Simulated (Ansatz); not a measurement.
`O[SiH](S)S` + H₂ → `S[SiH2]S` + H₂O  (hydrogenolysis of the Si–O bond)

Calculated with Ansatz (gas phase, PBE0-D4/def2-TZVP geometries, no zero-point term in ΔE). CCSD(T)/CBS is the MP2 limit (def2-TZVPP, def2-QZVPP) plus CCSD(T) − MP2 in def2-TZVPP, frozen cores. This one scheme is used for every species. Functionals use def2-TZVPP. Each species was taken in one conformer, which may not be the lowest.

```tsv
species	revPBE energy (Eh)
`O[SiH](S)S`	-1163.45735
H₂	-1.17659
`S[SiH2]S`	-1088.16584
H₂O	-76.44013
```

(1) Work out ΔE.

Largest T1 diagnostic among the species: 0.012.

Results:

(1) ΔE = (-1088.16584) + (-76.44013) − (-1163.45735) − (-1.17659) = 0.02797 Eh = +0.76 eV. CCSD(T)/CBS gives +0.86 eV.

Leaving LDA and LC-ωPBE aside and taking each functional with its dispersion term where it has one, the values, not all of them listed here, spread over 0.12 eV, from HSE06-D4 to r2SCAN-D4. LDA lies +0.09 eV from PBE without D4. At CCSD(T), def2-SVP lies −0.13 eV from the extrapolated value and def2-TZVPP −0.00 eV.
